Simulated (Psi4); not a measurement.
AlCl₂, doublet, at a GFN2-xTB geometry (such geometries of metal compounds can be far from the true shape), atoms displaced at random by about 0.02 Å a coordinate; Psi4 with B3LYP/STO-3G.

Input for Psi4:
```
memory 2 GB

molecule mol {
0 2
  Al   -0.004471    0.663868    0.012458
  Cl    1.847256   -0.264911    0.016865
  Cl   -1.843584   -0.234511   -0.045638
}

set basis sto-3g
set reference uks

optimize('b3lyp')
print_variables()
```

It wrote (shortened):

```
invalid escape sequence '\d'

gradient() will perform analytic gradient computation.

   => Loading Basis Set <=

    Name: STO-3G
    Role: ORBITAL
    Keyword: BASIS

         ---------------------------------------------------------
                                   SCF
               by Justin Turney, Rob Parrish, Andy Simmonett
                          and Daniel G. A. Smith
                              UKS Reference
         ---------------------------------------------------------

  ==> Geometry <==

    Molecular point group: cs
    Full point group: Cs

    Geometry (in Angstrom), charge = 0, multiplicity = 2:

       Center              X                  Y                   Z               Mass
    ------------   -----------------  -----------------  -----------------  -----------------
         AL           0.659530483739     0.004551852719     0.000000000000    26.981538530000
         CL          -0.268714616374    -1.847448084953     0.000000000000    34.968852682000
         CL          -0.240171028819     1.843935931133     0.000000000000    34.968852682000

  Running in cs symmetry.

  Rotational constants: A =      1.03667  B =      0.07075  C =      0.06623 [cm^-1]
  Rotational constants: A =  31078.58510  B =   2121.06793  C =   1985.55660 [MHz]
  Nuclear repulsion =  154.995082168337319

  Charge       = 0
  Multiplicity = 2
  Electrons    = 47
  Nalpha       = 24
  Nbeta        = 23

  ==> Algorithm <==

  SCF Algorithm Type is DF.
  DIIS enabled.
  MOM disabled.
  Fractional occupation disabled.
  Guess Type is SAD.
  Energy threshold   = 1.00e-08
  Density threshold  = 1.00e-08
  Integral threshold = 1.00e-12

  ==> Primary Basis <==

  Basis Set: STO-3G
    Blend: STO-3G
    Number of shells: 15
    Number of basis functions: 27
    Number of Cartesian functions: 27
    Spherical Harmonics?: true
    Max angular momentum: 1

  ==> DFT Potential <==

   => LibXC <=

    Version 7.1.2
    S. Lehtola, C. Steigemann, M. J. T. Oliveira, and M. A. L. Marques,  SoftwareX 7, 1–5 (2018) (10.1016/j.softx.2017.11.002)

   => Composite Functional: B3LYP <=

    B3LYP Hyb-GGA Exchange-Correlation Functional

    P. J. Stephens, F. J. Devlin, C. F. Chabalowski, and M. J. Frisch,  J. Phys. Chem. 98, 11623 (1994) (10.1021/j100096a001)

    Deriv               =              1
    GGA                 =           TRUE
    Meta                =          FALSE

    Exchange Hybrid     =           TRUE
    MP2 Hybrid          =          FALSE

   => Exchange Functionals <=

    0.0800   Slater exchange
    0.7200         Becke 88

   => Exact (HF) Exchange <=

    0.2000               HF

   => Correlation Functionals <=

    0.1900   Vosko, Wilk & Nusair (VWN5_RPA)
    0.8100   Lee, Yang & Parr

   => LibXC Density Thresholds  <==

    XC_HYB_GGA_XC_B3LYP:  1.00E-15

   => Molecular Quadrature <=

    Radial Scheme          =       TREUTLER
    Pruning Scheme         =           NONE
    Nuclear Scheme         =       TREUTLER

    Blocking Scheme        =         OCTREE
    BS radius alpha        =              1
    Pruning alpha          =              1
    Radial Points          =             75
    Spherical Points       =            302
    Total Points           =          59243
    Total Blocks           =            522
    Max Points             =            256
    Max Functions          =             22
    Weights Tolerance      =       1.00E-15

   => Loading Basis Set <=

    Name: (STO-3G AUX)
    Role: JKFIT
    Keyword: DF_BASIS_SCF

  ==> Integral Setup <==

  SCF_SUBTYPE=INCORE selected. In-core MEM_DF algorithm will be used.
  Using in-core AOs.

  ==> MemDFJK: Density-Fitted J/K Matrices <==

    J tasked:                   Yes
    K tasked:                   Yes
    wK tasked:                   No
    Algorithm:                 Core
    Schwarz Cutoff:           1E-12
    Mask sparsity (%):       9.6022
    Fitting Condition:        1E-10

   => Auxiliary Basis Set <=

[...]
  @DF-UKS Final Energy: -1149.97691820087198
    Total Energy =                      -1149.9769182008719781
  @DF-UKS Final Energy: -1149.98222285594989
    Total Energy =                      -1149.9822228559501127
  @DF-UKS Final Energy: -1149.98337138921920
    Total Energy =                      -1149.9833713892192009
  @DF-UKS Final Energy: -1149.98339170785493
    Total Energy =                      -1149.9833917078549348
  @DF-UKS Final Energy: -1149.98339154241762
    Total Energy =                      -1149.9833915424176212
[...]

    Blocking Scheme        =         OCTREE
    BS radius alpha        =              1
    Pruning alpha          =              1
    Radial Points          =             75
    Spherical Points       =            302
    Total Points           =          59264
    Total Blocks           =            521
    Max Points             =            256
    Max Functions          =             21
    Weights Tolerance      =       1.00E-15

  -Total Gradient:
     Atom            X                  Y                   Z
    ------   -----------------  -----------------  -----------------
       1        0.000131845200    -0.000097175825     0.000000000000
       2       -0.000090391040    -0.000051315175     0.000000000000
       3       -0.000151758785     0.000149303150     0.000000000000

    			-----------------------------------------

    			 OPTKING 3.0: for geometry optimizations

    			     By R.A. King, Bethel University

    			        with contributions from

    			    A.V. Copan, J. Cayton, A. Heide

    			-----------------------------------------

	                            ===> Fragment 1 <==

	 Z (Atomic Numbers)          Masses                          Geom
	      13.000000            26.981539          1.58855574 -0.01034490  0.00000000
	      17.000000            34.968853         -0.63402174 -3.33582654  0.00000000
	      17.000000            34.968853         -0.59168842  3.34380853  0.00000000

	 - Coordinate -           - BOHR/RAD -       - ANG/DEG -
	 R(1,2)           =         3.999835           2.116621
	 R(1,3)           =         4.000476           2.116961
	 B(2,1,3)         =         1.976043         113.218909

	        --- Internal Coordinate Step in ANG or DEG, aJ/ANG or AJ/DEG ---
	-------------------------------------------------------------------------------
	           Coordinate      Previous         Force          Change          New
	           ----------      --------        ------          ------        ------
	               R(1,2)       2.11662       -0.00060       -0.00020       2.11642
	               R(1,3)       2.11696       -0.00155       -0.00043       2.11653
	             B(2,1,3)     113.21891        0.00000        0.02637     113.24527
	-------------------------------------------------------------------------------

	                                 ==> Convergence Check <==

	Measures of convergence in internal coordinates in au.

	Criteria marked as inactive (o), active & met (*), and active & unmet ( ).

	----------------------------------------------------------------------------------------------
	   Step    Total Energy     Delta E     Max Force     RMS Force      Max Disp      RMS Disp
	----------------------------------------------------------------------------------------------
	  Convergence Criteria     1.00e-06 *    3.00e-04 *             o    1.20e-03 *             o
	----------------------------------------------------------------------------------------------
	     5   -1149.98339154    1.65e-07 *    1.88e-04 *    1.22e-04 o    8.22e-04 *    5.88e-04 o  ~
	----------------------------------------------------------------------------------------------

Next Geometry in Ang
	Fragment 1 (Ang)

	   Al   0.8402396460  -0.0053915703   0.0000000000
	   Cl  -0.3353423619  -1.7652856041   0.0000000000
	   Cl  -0.3128876700   1.7694267807   0.0000000000

    Final optimized geometry and variables:
    Molecular point group: cs
    Full point group: Cs

    Geometry (in Angstrom), charge = 0, multiplicity = 2:

    AL           0.840627497826    -0.005474285238     0.000000000000
    CL          -0.335509854347    -1.765243381509     0.000000000000
    CL          -0.313108029351     1.769467272965     0.000000000000

  Variable Map:
  ----------------------------------------------------------------------------
[...]
  Array Variable Map:
  ----------------------------------------------------------------------------
[...]
Optimizer: Optimization complete!
```
